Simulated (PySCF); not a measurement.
Species: C3H7FSSi.
Numbering: `[CH2:1]=[C:2]([SiH2:3][F:4])[S:5][CH3:6]` (hydrogens: H7, H8 on C1; H9, H10 on Si3; H11, H12, H13 on C6)

Level of theory: PySCF, PBE0-D3(BJ)/def2-SVP geometry optimisation, gas phase.

Question: What internal coordinates does the optimisation give?

Answer: 
```json
{"bond": "C1=C2", "length (Å)": "1.344", "order": "double"}
{"bond": "C2–Si3", "length (Å)": "1.874", "order": "single"}
{"bond": "Si3–F4", "length (Å)": "1.629", "order": "single"}
{"bond": "C2–S5", "length (Å)": "1.751", "order": "single"}
{"bond": "S5–C6", "length (Å)": "1.798", "order": "single"}
{"bond": "C1–H7", "length (Å)": "1.094", "order": "single"}
{"bond": "C1–H8", "length (Å)": "1.093", "order": "single"}
{"bond": "Si3–H9, Si3–H10", "length (Å)": "1.488", "order": "single"}
{"bond": "C6–H11, C6–H12, C6–H13", "length (Å)": "1.100", "order": "single"}
```

Bonds in one row agree within 0.01 Å and their mean is given. Orders are formal, as drawn. A selection of angles:
```json
{"angle": "C2–C1–H7", "degrees": "123.3"}
{"angle": "C2–C1–H8", "degrees": "119.8"}
{"angle": "H7–C1–H8", "degrees": "117.0"}
{"angle": "C1–C2–Si3", "degrees": "118.7"}
{"angle": "C1–C2–S5", "degrees": "127.0"}
{"angle": "Si3–C2–S5", "degrees": "114.3"}
{"angle": "C2–Si3–F4", "degrees": "106.6"}
{"angle": "C2–Si3–H9", "degrees": "111.6"}
{"angle": "F4–Si3–H9", "degrees": "108.1"}
{"angle": "H9–Si3–H10", "degrees": "110.4"}
{"angle": "C2–S5–C6", "degrees": "103.1"}
{"angle": "S5–C6–H11", "degrees": "111.2"}
{"angle": "S5–C6–H12", "degrees": "106.3"}
{"angle": "H11–C6–H12", "degrees": "109.2"}
```

Torsions: C1–C2–Si3–F4 4° (synperiplanar); C1–C2–S5–C6 0° (synperiplanar). The mirror-image conformer, all signs reversed, is as good.

Si3 (fluorine-bound silicon) is tetrahedral (angles from 106.6° to 111.6°). S5 (sulfide sulfur) is bent (angle 103.1°). Of the pairs four or more bonds apart, C6···H7 is among the closest relative to their van der Waals radii: 2.62 Å, 90 % of the sum of Bondi's values. The C–S distances run from 1.751 Å (C2–S5, drawn single) to 1.798 Å (S5–C6, drawn single), a spread of 0.047 Å.

Point group: near Cs, missed by 0.16 Å at most; the miss may be what the optimiser left on a soft mode. Whether it is a minimum is left open (no frequencies). One conformer, not necessarily the lowest.
